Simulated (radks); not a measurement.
Question: The mean radii <r> (bohr) of the occupied orbitals of an atom or ion are listed with their occupations. Calculated with a radial shooting solver on a logarithmic mesh with Libxc functionals: scalar-relativistic Kohn-Sham, PBE, spin-polarised, spherical densities, finite nucleus; Fermi nuclear charge, rms radius of each element as measured or else 0.836 A^(1/3) + 0.57 fm.

orbital  occ.      <r>
1s          2  0.04148
2s          2   0.1835
2p          6   0.1600
3s          2   0.5276
3p          6   0.5361
3d         10   0.5411

Name the element and its charge. Open shells, if any, are filled with parallel spins first.

Answer: Z = 36, krypton, charge +8: Kr8+ in [Ar] 3d10. The 1s radius gives Z: for a bare nucleus <r> = (2 gamma + 1)/(2Z) with gamma = sqrt(1 - (Z/c)^2), 0.04069 bohr for Z = 36, and screening makes it slightly larger (0.04148 here). The occupations add up to 28, and the charge is Z minus that.
